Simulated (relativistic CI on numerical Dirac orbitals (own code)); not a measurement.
What each ingredient does to the levels of Er³⁴⁺

Base calculation: Dirac-Coulomb-Breit CI, orbitals from a KLI potential per configuration, a model potential for QED, unscaled Slater integrals.

Configurations in the expansion (outside the closed core [Ar] 3d10): 4s²4p⁴, 4s4p⁵, 4s²4p³4d, 4p⁶, 4s4p⁴4d, 4s²4p³4f, 4s4p⁴4f, 4p⁵4d, 4s4p³4d², 4s²4p²4d4f, 4p⁵4f, 4p⁴4d4f, 4s²4p³5s, 4s4p³4f², 4p⁵5s, 4s²4p³5p, 4s4p³4d5s, 4s²4p²4f5s, 4s4p⁴5s, 4s²4p³5d, 4s4p⁴5p, 4s²4p³5f, 4s²4p³5g, 4s4p⁴5d, 4p⁴4f5s, 4s²4p³6s, 4s4p⁴5f, 4s²4p²4d², 4s²4p4d³, 4s4p²4d³, 4s²4p4d²4f, 4s4p²4d²4f, 4s²4p4d²5s, 4p⁴4d², 4p³4d³, 4p³4d²4f, 4p³4d²5s, 4s²4p²4d5s, 4s4p²4d²5s, 4s²4p4d4f5s, 4s4p²4d4f5s, 4s²4p4d5s², 4p⁴4d5s, 4p³4d4f5s, 4p³4d5s², 4s²4p²5s², 4s4p²4d5s², 4s²4p4f5s², 4s4p²4f5s². Double excitations out of closed p, d and f shells are left out; levels of such configurations are missing from the list, as are those of other unlisted configurations, and high levels can miss mixing partners. These lack a partner that the ground configuration has and come out too high: 4s²4p³5p, 4s²4p³5d, 4s4p⁴5p, 4s²4p³5f, 4s²4p³5g.

The lowest level and the first level of each name with at least 55 % of one term (blank where a level has no safe partner in the second run):

```tsv
Level	Base (cm⁻¹)	Shift (cm⁻¹)
4s²4p⁴ ³P2	0	0
4s²4p⁴ ¹S0	64626	+2309
4s²4p⁴ ³P1	462655	+2440
4s²4p⁴ ¹D2	496007	+5028
4s²4p⁴ ³P0	985717	+9566
4s²4p³4d ³G°5	1651012	+3357
4s4p⁴4d ³D1	2257721	+32008
4s4p⁴4d ⁵F5	2258351	+13777
```

At this charge energies of transitions that change n are usually good to better than 1 %, and those within a shell (Δn = 0) to a few per cent.

Q: One thing was changed in a second run, which moved the levels as shown. Which?
A. QED terms removed
B. configuration mixing switched off
C. Breit term removed

A: B. Configuration mixing switched off. Without mixing, levels that were pushed by configurations of the same parity and J return to their single-configuration places.

LS names give the leading component of a level, which can be under half, so a name can repeat, a term be missing and a line seem to break the LS rules.
